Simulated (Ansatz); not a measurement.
`[CH2]1[AlH][GaH]1`. Charge 0, multiplicity 1. All single points use the PBE0-D4/def2-TZVP geometry.

```xyz
7

C    -0.266    0.407   -0.662
Al    0.325    0.892    1.085
Ga    0.179   -1.378    0.337
H    -1.311    0.028   -0.630
H    -0.100    0.824   -1.657
H     1.149    2.050    1.792
H     0.024   -2.823   -0.265
```

Problem. What is the dipole moment at B3LYP/def2-TZVPP? (An estimate is asked.)

Solution. The calculation gave: 0.22 D, with components (-0.09, 0.16, 0.13) D in this frame, pointing from negative to positive charge.

Problem. And with PBE, r2SCAN, ωB97M-V? (Best estimate.)

Solution. The calculation gave: PBE 0.20 D, r2SCAN 0.24 D, ωB97M-V 0.32 D.

Problem. Give the Mulliken charges with B3LYP, r2SCAN, ωB97M-V in def2-TZVPP. (An estimate is asked.)

Solution. Computed: 
```json
{"atom": "C1", "B3LYP": "-0.38", "r2SCAN": "-0.41", "ωB97M-V": "-0.47"}
{"atom": "Al2", "B3LYP": "0.25", "r2SCAN": "0.33", "ωB97M-V": "0.24"}
{"atom": "Ga3", "B3LYP": "0.10", "r2SCAN": "0.11", "ωB97M-V": "0.09"}
{"atom": "H4", "B3LYP": "0.08", "r2SCAN": "0.08", "ωB97M-V": "0.10"}
{"atom": "H5", "B3LYP": "0.10", "r2SCAN": "0.08", "ωB97M-V": "0.11"}
{"atom": "H6", "B3LYP": "-0.11", "r2SCAN": "-0.14", "ωB97M-V": "-0.08"}
{"atom": "H7", "B3LYP": "-0.03", "r2SCAN": "-0.05", "ωB97M-V": "0.01"}
```

B3LYP here is the variant with VWN-RPA as its local correlation; programs differ in this.
